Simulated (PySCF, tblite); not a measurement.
C₅H₁₀FNSi.
Z-matrix (Å and degrees, GFN2-xTB geometry), rows numbered from 1:
```
N 
C   1  1.2584
C   2  1.5119  1  128.92
C   3  1.5271  2  104.64  1  -167.43
C   4  1.5281  3  103.61  2   -30.45
C   2  1.4938  1  121.84  3  -179.10
Si  6  1.9098  2  109.01  1    68.51
F   7  1.6158  6  105.70  2   170.99
H   1  1.0178  2  115.14  3    -0.03
H   3  1.0941  2  108.20  1    74.43
H   3  1.0911  2  111.84  1   -44.12
H   4  1.0915  3  109.92  2    86.91
H   4  1.0897  3  112.70  2  -152.20
H   5  1.0930  4  109.73  3   -79.61
H   5  1.0894  4  112.42  3   160.12
H   6  1.0923  2  109.67  1   -48.91
H   7  1.4492  6  112.29  2   -73.72
H   7  1.4566  6  112.67  2    58.23
```

Computed, not measured: CAM-B3LYP/def2-SVPD in PySCF (dipole) on a GFN2-xTB geometry, gas phase.

Masses are those of the commonest isotopes; rigid-rotor values at the optimised geometry. The values belong to one conformer with, in the numbering `[H]/[N:1]=[C:2]1\[CH2:3][CH2:4][CH2:5][C@@H:6]1[SiH2:7][F:8]`, C5–C6–Si7–F8 54°, N1–C2–C3–C4 -167°, C2–C3–C4–C5 -30°, C3–C4–C5–C6 38°, C4–C5–C6–Si7 89°.

**Question.** What are A, B and C (GHz)?

**Answer.** Ia = 189.41, Ib = 389.89, Ic = 508.13 u·Å²; 505379 MHz·u·Å²/I gives 2668, 1296 and 994.6 MHz, that is A = 2.6682, B = 1.2962, C = 0.9946 GHz.

**Question.** What kind of rotor is it?

**Answer.** An asymmetric top. Ray's parameter κ = (2B − A − C)/(A − C) = -0.640; −1 is the prolate and +1 the oblate limit.

**Question.** Is it planar, by Δ = Ic − Ia − Ib?

**Answer.** Not planar: Δ = Ic − Ia − Ib = -71.17 u·Å². For a rigid frame Δ = −2 Σ m c², so Σ m c² = 35.58 u·Å² lies off the ab plane: 13.47 from hydrogen and 22.11 from heavier atoms. The atom farthest from that plane is 1.79 Å away.

**Question.** Predict some low-J microwave lines.

**Answer.** The dipole components are |μa| = 2.53 D, |μb| = 1.38 D, |μc| = 0.83 D. The squared components, which scale the intensities, stand as 1.00 : 0.30 : 0.11 (a : b : c). Some lines, for components of 0.1 D or more:

```csv
type,branch,"J(Ka,Kc)",MHz,lower level (cm⁻¹)
c,Q,"4(1,4) ← 4(0,4)",524,0.744
c,Q,"3(1,3) ← 3(0,3)",808,0.451
a,Q,"2(1,1) ← 2(1,2)",905,0.265
c,Q,"4(2,3) ← 4(1,3)",3158,0.861
c,Q,"2(2,1) ← 2(1,1)",4116,0.295
b,Q,"3(2,2) ← 3(1,3)",5499,0.478
a,R,"3(1,3) ← 2(1,2)",6394,0.265
b,R,"3(1,3) ← 2(0,2)",7509,0.228
b,Q,"3(3,1) ← 3(2,2)",7640,0.662
b,Q,"5(3,3) ← 5(2,4)",7966,1.345
a,R,"4(3,2) ← 3(3,1)",9241,0.917
b,Q,"5(4,1) ← 5(3,2)",10466,1.614
b,Q,"5(4,2) ← 5(3,3)",10575,1.611
a,R,"5(0,5) ← 4(0,4)",10759,0.744
b,R,"3(2,2) ← 2(1,1)",10988,0.295
a,R,"5(3,3) ← 4(3,2)",11568,1.225
b,Q,"5(5,0) ← 5(4,1)",13611,1.963
b,R,"3(3,1) ← 2(2,0)",14468,0.434
b,R,"5(2,4) ← 4(1,3)",14513,0.861
```

Its GFN2-xTB frequencies are all real (lowest 32 cm⁻¹). Zero-point vibration and centrifugal distortion are left out. Quadrupole hyperfine structure (14N) is left out.
